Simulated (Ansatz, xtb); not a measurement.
Two isomers of C5H8OS

We compare X, `CCC(=S)[C@@H]1CO1`, a singlet, with Y, `C/C=C(\S)[C@@H]1CO1`, a singlet. Both are isolated molecules in the gas phase, relaxed with PBE0-D3(BJ)/def2-SVP; each stands in its lowest conformer found.

Energies in hartree; the thermal terms are from GFN2-xTB frequencies at re-optimised GFN2-xTB minima (ideal gas, soft modes damped towards free rotors, one conformer each, 298.15 K, 1 atm) and include the zero-point energy:

```
                              X           Y
E, CCSD(T)/def2-SVP  −667.096317  −667.092411
    E, MP2/def2-SVP  −666.995908  −666.991161
  E, MP2/def2-TZVPP  −667.679424  −667.677073
  zero-point energy     0.119182     0.115325
       H(298 K) − E     0.128051     0.124464
       G(298 K) − E     0.086130     0.082386
```

Correct the CCSD(T) difference for the basis set by the MP2 change, then work out ΔE, ΔE₀, ΔH and ΔG for X → Y in kcal/mol (1 Eh = 627.51 kcal/mol) and the equilibrium ratio [Y]/[X].

1. Differences Y − X: CCSD(T) +0.003906, MP2 in the small set +0.004747, MP2 in the large set +0.002351 Eh.
2. ΔE = +0.003906 + (+0.002351 − (+0.004747)) = +0.001510 Eh = +0.95 kcal/mol.
3. ΔE₀ = ΔE + ΔZPE = +0.001510 + (−0.003857) Eh = −1.47 kcal/mol.
4. ΔH = ΔE + (−0.003587) Eh = −1.30 kcal/mol.
5. ΔG = ΔE + (−0.003744) Eh = −1.40 kcal/mol, so ΔS = (ΔH − ΔG)/T = +1.4 J/(mol K).
6. kT = 0.9442 mEh, so K = [Y]/[X] = exp(−ΔG/kT) = exp(+2.37) ≈ 11.

Structure Y is favoured at this temperature, against the order of the electronic energies. An error of 1 kcal/mol in ΔG would change K by a factor of 5.4. Mirror images and further conformers aren't counted.

As drawn, Y has 1 C=C, 1 C–S, 1 S–H in place of 1 C–C, 1 C=S, 1 C–H.

Other levels gave ΔE = +1.9 (GFN2-xTB); −2.7 (HF/STO-3G, GFN2-xTB geometries); +1.4 (r2SCAN-D4/def2-SVP, GFN2-xTB geometries); 0.0 (PBE0-D3(BJ)/def2-SVP); +1.5 (HF/def2-SVP); +3.0 (MP2/def2-SVP); +2.5 (CCSD(T)/def2-SVP) kcal/mol. The correlated steps freeze 11 core orbitals. Programs: Ansatz 0.2.0, xtb 6.7.1.
